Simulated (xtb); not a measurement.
Br$_{4}$Ti, triplet, from a rough starting geometry (GFN-xTB shapes and energies of metal compounds can be far from the true ones) (the multiplicity is a formal guess); GFN2-xTB run with xtb 6.7.1.

xtb was given this input:
```
$ xtb mol.xyz --gfn 2 --uhf 2 --opt vtight --json

# file mol.xyz
5

Ti     0.00245442    -0.03133338     0.00241773
Br     1.78220439    -0.50954329    -1.35862768
Br     0.71592659     0.35759113     2.19865103
Br    -1.03782432     1.97255135    -0.83263275
Br    -1.57619325    -1.76008646    -0.09499803
```

The log (banner, timings and long lists left out):

```
   ID    Z sym.   atoms
    1   22 Ti     1
    2   35 Br     2-5

           -------------------------------------------------
          |                Calculation Setup                |
           -------------------------------------------------

           -------------------------------------------------
          |                 G F N 2 - x T B                 |
           -------------------------------------------------

          ...................................................
          :                      SETUP                      :
          :.................................................:
          :  # basis functions                  50          :
          :  # atomic orbitals                  45          :
          :  # shells                           15          :
          :  # electrons                        32          :
          :  max. iterations                   250          :
          :  Hamiltonian                  GFN2-xTB          :
          :  restarted?                      false          :
          :  GBSA solvation                  false          :
          :  PC potential                    false          :
          :  electronic temp.          300.0000000     K    :
          :  accuracy                    1.0000000          :
          :  -> integral cutoff          0.2500000E+02      :
          :  -> integral neglect         0.1000000E-07      :
          :  -> SCF convergence          0.1000000E-05 Eh   :
          :  -> wf. convergence          0.1000000E-03 e    :
          :  Broyden damping             0.4000000          :
          :  net charge                          0          :
          :  unpaired electrons                  2          :
          ...................................................

 iter      E             dE          RMSdq      gap      omega  full diag
   1    -18.0003060 -0.180003E+02  0.684E+00    0.00       0.0  T
   2    -18.1156590 -0.115353E+00  0.577E+00    0.00       1.0  T
   3    -18.1024958  0.131631E-01  0.486E+00    0.00       1.0  T
   4    -18.1340912 -0.315953E-01  0.383E+00    0.00       1.0  T
   5    -18.1088649  0.252262E-01  0.400E+00    0.00       1.0  T
   6    -18.1128339 -0.396900E-02  0.384E+00    0.00       1.0  T
   7    -18.1435810 -0.307470E-01  0.161E+00    0.00       1.0  T
   8    -18.1437539 -0.172896E-03  0.120E+00    0.00       1.0  T
   9    -18.1418034  0.195042E-02  0.158E+00    0.00       1.0  T
  10    -18.1420904 -0.286997E-03  0.135E+00    0.00       1.0  T
  11    -18.1433907 -0.130031E-02  0.103E+00    0.00       1.0  T
  12    -18.1464286 -0.303784E-02  0.288E-01    0.00       1.0  T
  13    -18.1465118 -0.832278E-04  0.162E-01    0.00       1.0  T
  14    -18.1464326  0.792370E-04  0.218E-01    0.00       1.0  T
  15    -18.1465535 -0.120933E-03  0.830E-02    0.00       1.0  T
  16    -18.1465535  0.229042E-08  0.690E-02    0.00       1.0  T
  17    -18.1465633 -0.981060E-05  0.231E-02    0.00       1.9  T
  18    -18.1465645 -0.119781E-05  0.839E-03    0.00       5.3  T
  19    -18.1465645  0.176874E-07  0.732E-03    0.00       6.1  T
  20    -18.1465644  0.140243E-06  0.102E-02    0.00       4.4  T
  21    -18.1465646 -0.209082E-06  0.446E-03    0.00      10.0  T
  22    -18.1465646 -0.154660E-07  0.242E-03    0.00      18.5  T
  23    -18.1465646 -0.122499E-07  0.792E-04    0.00      56.5  T
  24    -18.1465646  0.298882E-08  0.125E-03    0.00      35.7  T
  25    -18.1465646 -0.318602E-08  0.536E-04    0.00      83.5  T

   *** convergence criteria satisfied after 25 iterations ***

 transition dipole moment (au) for excitation:          16          17
     X       Y       Z
   0.0304   0.3892  -0.2144  total (au/Debye):    0.445   1.132
 dE (eV)             :    3.025
 oscillator strength :  0.20789E-01

         :::::::::::::::::::::::::::::::::::::::::::::::::::::
         ::                     SUMMARY                     ::
[...]
         :: total energy             -18.102740074078 Eh    ::
 * total energy  :   -18.1027401 Eh     change       -0.5413874E-09 Eh
 * total energy  :   -18.1074372 Eh     change       -0.4697111E-02 Eh
 * total energy  :   -18.1083639 Eh     change       -0.9266940E-03 Eh
 * total energy  :   -18.1084728 Eh     change       -0.1089427E-03 Eh
 * total energy  :   -18.1084770 Eh     change       -0.4180006E-05 Eh
 * total energy  :   -18.1084800 Eh     change       -0.2958493E-05 Eh
 * total energy  :   -18.1084801 Eh     change       -0.1756407E-06 Eh
 * total energy  :   -18.1084805 Eh     change       -0.3447147E-06 Eh
 * total energy  :   -18.1084805 Eh     change        0.7047873E-10 Eh
   *** GEOMETRY OPTIMIZATION CONVERGED AFTER 9 ITERATIONS ***
         :: total energy             -18.108480482187 Eh    ::
[...]
         7        2.0000           -0.4798831             -13.0583
         8        2.0000           -0.4798827             -13.0583
         9        1.9926           -0.4619609             -12.5706
        10        1.9926           -0.4619609             -12.5706
        11        1.9607           -0.4603473             -12.5267
        12        1.9607           -0.4603472             -12.5267
        13        1.9606           -0.4603471             -12.5267
        14        1.7110           -0.4581668             -12.4674
        15        1.7110           -0.4581668             -12.4674
        16        1.7110           -0.4581667             -12.4674
        17        0.5000           -0.3555844              -9.6759 (HOMO)
        18        0.5000           -0.3555843              -9.6759 (LUMO)
        19        0.0000           -0.3416687              -9.2973
        20        0.0000           -0.3416681              -9.2973
        21        0.0000           -0.3416676              -9.2972
        22                         -0.0619675              -1.6862
        23                          0.0029214               0.0795
        24                          0.0029215               0.0795
        25                          0.0029215               0.0795
        26                          0.0050545               0.1375
        27                          0.0050545               0.1375
        28                          0.0050546               0.1375
       ...                                ...                  ...
        45                          1.5338368              41.7378
      -------------------------------------------------------------
                  HL-Gap            0.0000000 Eh            0.0000 eV
             Fermi-level           -0.4064480 Eh          -11.0600 eV

     #   Z          covCN         q      C6AA      α(0)
     1  22 Ti       3.123     0.611   107.923    25.368
     2  35 Br       0.783    -0.153   188.810    22.153
     3  35 Br       0.783    -0.153   188.810    22.153
     4  35 Br       0.783    -0.153   188.810    22.153
     5  35 Br       0.783    -0.153   188.810    22.153

 Mol. C6AA /au·bohr⁶  :       4167.377308
 Mol. C8AA /au·bohr⁸  :     293748.573957
 Mol. α(0) /au        :        113.981786

Wiberg/Mayer (AO) data.
largest (>0.10) Wiberg bond orders for each atom

 ---------------------------------------------------------------------------
     #   Z sym  total        # sym  WBO       # sym  WBO       # sym  WBO
 ---------------------------------------------------------------------------
     1  22 Ti   3.598 --     2 Br   0.899     4 Br   0.899     3 Br   0.899
                             5 Br   0.899
     2  35 Br   1.049 --     1 Ti   0.899
     3  35 Br   1.049 --     1 Ti   0.899
     4  35 Br   1.049 --     1 Ti   0.899
     5  35 Br   1.049 --     1 Ti   0.899
 ---------------------------------------------------------------------------

Topologies differ in total number of bonds
Writing topology from bond orders to xtbtopo.mol

molecular dipole:
                 x           y           z       tot (Debye)
 q only:        0.000       0.000      -0.000
   full:        0.000      -0.000       0.000       0.000
molecular quadrupole (traceless):
                xx          xy          yy          xz          yz          zz
 q only:        0.000      -0.000       0.000       0.000      -0.000      -0.000
  q+dip:       -0.000       0.000       0.000       0.000      -0.000      -0.000
   full:       -0.000       0.000       0.000       0.000      -0.000      -0.000

optimized geometry written to: xtbopt.xyz

           -------------------------------------------------
          | TOTAL ENERGY              -18.108480482187 Eh   |
          | GRADIENT NORM               0.000009826516 Eh/α |
          | HOMO-LUMO GAP               0.000001326101 eV   |
           -------------------------------------------------

normal termination of xtb
```
